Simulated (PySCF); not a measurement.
**Energy of Pd²⁺ (palladium, charge +2) between two integer charges**

The 4d beta orbital of [Kr] 4d8 is emptied in steps (occupation f), with all orbitals relaxed, ending at [Kr] 4d7. Calculation: PySCF 2.14, in x2c-TZVPall (8s6p6d1f, 63 functions); scalar relativity by spin-free X2C-1e. The exact energy is a straight line in f; departures are measured from the line between the end points of the same method.

Among PBE0, r2SCAN, LC-wPBE, which shows the largest delocalisation error (convex curve), and which is closest to linear?

Most convex: r2SCAN (-1.568 eV at f = 0.5); closest to linear: LC-wPBE (-0.445 eV).

```csv
f,PBE0 (eV),r2SCAN (eV),LC-wPBE (eV)
1,0.000,0.000,0.000
0.75,-0.873,-1.177,-0.331
0.5,-1.168,-1.568,-0.445
0.25,-0.878,-1.173,-0.335
0,0.000,0.000,0.000
```

| method | E(f=0) − E(f=1) (eV) | −ε at f=1 (eV) | −ε at f=0.5 (eV) |
| --- | --- | --- | --- |
| PBE0 | 33.290 | 28.655 | 33.276 |
| r2SCAN | 33.288 | 27.009 | 33.300 |
| LC-wPBE | 33.261 | 31.510 | 33.249 |

Reference removal energy between the ground levels: 32.93 eV (semi-empirical (NIST evaluation); NIST Atomic Spectra Database, ionization energies). The calculation has no spin-orbit coupling. The determinant left behind need not be the lowest term of the ion.
